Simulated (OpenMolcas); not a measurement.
**Tc3+: moving or changing the point charges**

Tc3+ among 4 point charges of -2.5 e arranged as a tetrahedron (Td), 1.86 Å from the ion.
```
   1.0739    1.0739    1.0739  -2.50
   1.0739   -1.0739   -1.0739  -2.50
  -1.0739    1.0739   -1.0739  -2.50
  -1.0739   -1.0739    1.0739  -2.50
```

- Program: OpenMolcas 26.06
- Method: CASSCF
- Basis: ANO-RCC-VDZP [6s5p3d1f]
- Scalar Hamiltonian: DKH2, point nucleus
- Active space: 4 electrons in 5 orbitals (4d)
- State averaging: 2S+1 = 5 even, 5 roots; 2S+1 = 3 even, 45 roots; 2S+1 = 1 even, 50 roots
- Spin-orbit coupling: state interaction with AMFI integrals over the reference wave functions

Runs around this geometry, states (labels of Td). Energies in cm-1 above the lowest state or level, χT in cm3 K/mol; under a threefold ground state the first gap can be a small split of the lowest multiplet, not the spin-orbit step; 10Dq and B are least-squares fits to the states below 45000 cm-1, weighted by degeneracy, with a free offset, and given where the rms deviation is under 5 % of |10Dq| (or 100 cm-1) and under 700 cm-1; 10Dq is negative for this site.

| R (Å) | q (e) | Ground state | First state of that spin | 10Dq | B (rms of fit) | First gap with spin-orbit (degeneracies) | χT at 300 K | First state of another spin |
| --- | --- | --- | --- | --- | --- | --- | --- | --- |
| 1.86 | -1.25 | 5T2 | 5E 3631 | -3778 | 835 (87) | 223.9 (1, 3) | 1.390 | 3T1 14939 |
| 1.86 | -2.5 | 5T2 | 5E 4788 |  |  | 170.4 (1, 3) | 1.699 | 3T1 13887 |
| 2.02 | -2.5 | 5T2 | 5E 3958 |  |  | 205.2 (1, 3) | 1.489 | 3T1 14588 |

Taking the first state of the same spin as R^-n, n = -ln(3958 / 4788) / ln(2.02 / 1.86) = 2.3 between the shortest and longest distance.

Scaling the charges by -1.25 / -2.5 = 0.50 scales the first state of the same spin by 3631 / 4788 = 0.76; with fixed orbitals a first-order splitting would follow the charge.

An orbital triplet at a regular site is open to Jahn-Teller coupling, which can distort the site and quench the lowest spin-orbit gaps and is left out. Without dynamic correlation the repulsion within the d shell is too large (B by tens of per cent), so at a given field states of lower spin stand too high. Point charges give a weaker field than real ligands, and real ions of this kind are as a rule low spin; the high spin found here belongs to the model. The ground term spreads over less than 5000 cm-1, several times less than with real ligands, so orbital moments are less quenched and χT lies further from the spin-only value than at real sites. Point charges carry no covalency, so the field is a model and not that of real ligands. No measured value stands beside these numbers.
